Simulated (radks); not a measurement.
Spherical quantum dot in the effective-mass picture: electrons in a parabolic well V = omega^2 r^2 / 2 with omega = 0.145, all in effective atomic units (hartree* = m*/eps^2 hartree, bohr* = eps/m* bohr), one dielectric constant everywhere. Method: non-relativistic Kohn-Sham, LDA (Slater exchange, Perdew-Wang correlation), spin-polarised, spherical densities; computed with a radial shooting solver with Libxc functionals. Levels are named by radial order and angular momentum (1s, 1p, 1d, 2s, ...), and open shells are averaged over m. Results are scaled to m* = 0.13 and eps = 17.1, for which hartree* = 12.1 meV and bohr* = 6.961 nm.

N = 21, configuration 1s2 1p6 1d10 2s2 1f(up 1, down 0). This is the lowest configuration that the search found. Occupied and some empty levels:

| level | occupation | eigenvalue (meV) | <r> (nm) |
|---|---|---|---|
| 1s up | 1 | 36.025 | 45.25 |
| 1s down | 1 | 36.050 | 44.87 |
| 1p up | 3 | 36.392 | 51.44 |
| 1p down | 3 | 36.424 | 51.27 |
| 1d up | 5 | 36.898 | 55.73 |
| 1d down | 5 | 36.933 | 55.66 |
| 2s up | 1 | 37.291 | 42.32 |
| 2s down | 1 | 37.307 | 42.52 |
| 1f up | 1 | 37.517 | 59.13 |
| 1f down | 0 | 37.554 | 59.13 |
| 2p up | 0 | 38.052 | 48.60 |
| 2p down | 0 | 38.070 | 48.64 |
| 1g up | 0 | 38.234 | 62.04 |
| 1g down | 0 | 38.271 | 62.07 |
| 2d up | 0 | 38.870 | 53.73 |
| 2d down | 0 | 38.891 | 53.73 |

Energy (meV): total 464.813, kinetic 21.211, external 163.29, Hartree 318.39, exchange-correlation -38.076.

Electron density:

| r (nm) | n(r) (e/nm^3) |
|---|---|
| 2.18 | 0.00002190 |
| 10.4 | 0.00001983 |
| 18.6 | 0.00001648 |
| 26.8 | 0.00001432 |
| 35.0 | 0.00001482 |
| 43.2 | 0.00001679 |
| 51.4 | 0.00001691 |
| 59.6 | 0.00001285 |
| 67.8 | 6.566e-06 |
| 76.0 | 2.095e-06 |
| 84.2 | 3.999e-07 |
| 92.4 | 4.571e-08 |
| 101 | 3.165e-09 |
| 109 | 1.342e-10 |
